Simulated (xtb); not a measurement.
C$_{4}$H$_{5}$O$_{3}$ (SMILES [CH2]C1COC(=O)O1), doublet, geometry from GFN2-xTB; GFN1-xTB run with xtb 6.7.1.

xtb was given this input:
```
$ xtb mol.xyz --gfn 1 --uhf 1 --json

# file mol.xyz
12

C     -2.15067560     0.74350382     0.15158791
C     -1.05986199     0.08425735    -0.57504673
C     -0.61103755    -1.28156411     0.06243273
O      0.71985863    -1.05379853     0.45559543
C      1.12041832     0.18444962     0.10502653
O      2.20097324     0.62109308     0.31602604
O      0.13788609     0.85047907    -0.51530029
H     -1.92380132     1.40052163     0.96689958
H     -3.16763097     0.57378294    -0.13574301
H     -1.31982611    -0.06193467    -1.63134197
H     -1.20932328    -1.53438179     0.94204435
H     -0.64222117    -2.10405719    -0.65643091
```

It wrote (shortened):

```
   ID    Z sym.   atoms
    1    6 C      1-3, 5
    2    8 O      4, 6, 7
    3    1 H      8-12

           -------------------------------------------------
          |                Calculation Setup                |
           -------------------------------------------------

           -------------------------------------------------
          |                 G F N 1 - x T B                 |
           -------------------------------------------------

          ...................................................
          :                      SETUP                      :
          :.................................................:
          :  # basis functions                  38          :
          :  # atomic orbitals                  38          :
          :  # shells                           24          :
          :  # electrons                        39          :
          :  # halogen bonds                     0          :
          :  max. iterations                   250          :
          :  Hamiltonian                  GFN1-xTB          :
          :  restarted?                      false          :
          :  GBSA solvation                  false          :
          :  PC potential                    false          :
          :  electronic temp.          300.0000000     K    :
          :  accuracy                    1.0000000          :
          :  -> integral cutoff          0.2500000E+02      :
          :  -> integral neglect         0.1000000E-07      :
          :  -> SCF convergence          0.1000000E-05 Eh   :
          :  -> wf. convergence          0.2000000E-04 e    :
          :  Broyden damping             0.4000000          :
          :  net charge                          0          :
          :  unpaired electrons                  1          :
          ...................................................

 iter      E             dE          RMSdq      gap      omega  full diag
   1    -25.2141830 -0.252142E+02  0.844E+00    5.36       0.0  T
   2    -25.3917155 -0.177532E+00  0.491E+00    3.82       1.0  T
   3    -25.3930483 -0.133274E-02  0.218E+00    4.47       1.0  T
   4    -25.4009537 -0.790547E-02  0.212E-01    4.09       1.0  T
   5    -25.4014528 -0.499079E-03  0.402E-02    4.14       1.0  T
   6    -25.4014633 -0.104731E-04  0.497E-03    4.13       5.8  T
   7    -25.4014635 -0.227412E-06  0.111E-03    4.13      26.1  T
   8    -25.4014635 -0.523365E-08  0.287E-04    4.13     100.8  T
[...]
         :: total energy             -25.199854266788 Eh    ::
[...]
             Fermi-level           -0.3809786 Eh          -10.3670 eV

  Mulliken/CM5 charges         n(s)   n(p)   n(d)
     1C    -0.10949 -0.21256   1.073  3.036  0.000
     2C     0.21287  0.17808   1.025  2.762  0.000
     3C     0.17893  0.10539   1.012  2.809  0.000
     4O    -0.40189 -0.47650   1.678  4.724  0.000
     5C     0.76179  0.85177   0.888  2.350  0.000
     6O    -0.49852 -0.53804   1.696  4.802  0.000
     7O    -0.40612 -0.47486   1.681  4.725  0.000
     8H     0.06744  0.12415   0.933  0.000  0.000
     9H     0.04923  0.10322   0.951  0.000  0.000
    10H     0.05096  0.11720   0.949  0.000  0.000
    11H     0.04628  0.11039   0.954  0.000  0.000
    12H     0.04851  0.11176   0.951  0.000  0.000

Wiberg/Mayer (AO) data.
largest (>0.10) Wiberg bond orders for each atom

 ---------------------------------------------------------------------------
     #   Z sym  total        # sym  WBO       # sym  WBO       # sym  WBO
 ---------------------------------------------------------------------------
     1   6 C    3.195 --     2 C    1.086     9 H    0.986     8 H    0.983
     2   6 C    3.897 --     1 C    1.086    10 H    0.953     7 O    0.913
                             3 C    0.911
     3   6 C    3.896 --    11 H    0.974    12 H    0.972     4 O    0.943
                             2 C    0.911
     4   8 O    2.187 --     5 C    1.037     3 C    0.943     6 O    0.110
     5   6 C    3.840 --     6 O    1.708     7 O    1.055     4 O    1.037
     6   8 O    1.967 --     5 C    1.708     7 O    0.111     4 O    0.110
     7   8 O    2.185 --     5 C    1.055     2 C    0.913     6 O    0.111
     8   1 H    0.999 --     1 C    0.983
     9   1 H    1.001 --     1 C    0.986
    10   1 H    1.012 --     2 C    0.953
    11   1 H    1.020 --     3 C    0.974
    12   1 H    1.012 --     3 C    0.972
 ---------------------------------------------------------------------------

Topologies differ in total number of bonds
Writing topology from bond orders to xtbtopo.mol

 dipole moment from electron density (au)
     X       Y       Z
  -2.3892  -0.9943  -0.4655  total (Debye):    6.683

           -------------------------------------------------
          | TOTAL ENERGY              -25.199854266788 Eh   |
          | GRADIENT NORM               0.013999973335 Eh/α |
          | HOMO-LUMO GAP               4.134585009420 eV   |
           -------------------------------------------------

normal termination of xtb
```
